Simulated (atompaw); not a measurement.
An all-electron radial function and its pseudo partner (hafnium (Hf))

Columns: radius, all-electron u(r) and pseudo u(r) of the 6p shell (level -1.47 eV) of hafnium in the configuration [Xe] 4f14 5d2 6s2 6p0; LDA (PW92), scalar-relativistic, PAW (atompaw) scheme, atompaw 4.2.0.5.

```tsv
r (bohr)	all-electron	pseudo
0.115	-0.0553	0.0003
0.231	-0.0084	0.0011
0.346	0.1053	0.0027
0.462	0.0923	0.0050
0.577	0.0074	0.0083
0.692	-0.0841	0.0128
0.808	-0.1526	0.0188
0.923	-0.1895	0.0264
1.038	-0.1981	0.0358
1.154	-0.1844	0.0474
1.269	-0.1549	0.0611
1.385	-0.1145	0.0771
1.500	-0.0682	0.0953
1.615	-0.0189	0.1157
1.731	0.0316	0.1382
1.846	0.0807	0.1623
1.962	0.1283	0.1882
2.077	0.1728	0.2149
2.192	0.2143	0.2423
2.308	0.2528	0.2702
2.423	0.2876	0.2975
2.538	0.3191	0.3241
2.654	0.3476	0.3496
2.769	0.3726	0.3732
2.885	0.3949	0.3949
3.000	0.4140	0.4140
```

How many radial nodes do the two functions have?

The all-electron 6p function has n − l − 1 = 4 (the table is too coarse to show those close to the nucleus); the pseudo-wave has 0, since the states of the same l below it are removed with the core.

Is the pseudo-wave norm-conserving?

No, it belongs to a PAW set: the norm inside the radius is not constrained, and the difference is carried by the augmentation charge.
